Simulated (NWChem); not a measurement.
Species: GeBr cation, singlet

```xyz
2

Ge     0.0000     0.0000    -1.1675
Br     0.0000     0.0000     1.0674
```
Atoms are numbered in this order, from 1.

Results from NWChem. Low-valent species are run as closed-shell singlets; no triplet was tried in these runs. Structure relaxed at the B3LYP/6-31G* (spherical d) level.

Estimate the computed values for TPSS/def2-TZVP. Quantities: highest occupied level (eV); orbital gap (eV).


```json
{
  "highest occupied level (eV)": "-14.28",
  "orbital gap (eV)": "4.14"
}
```
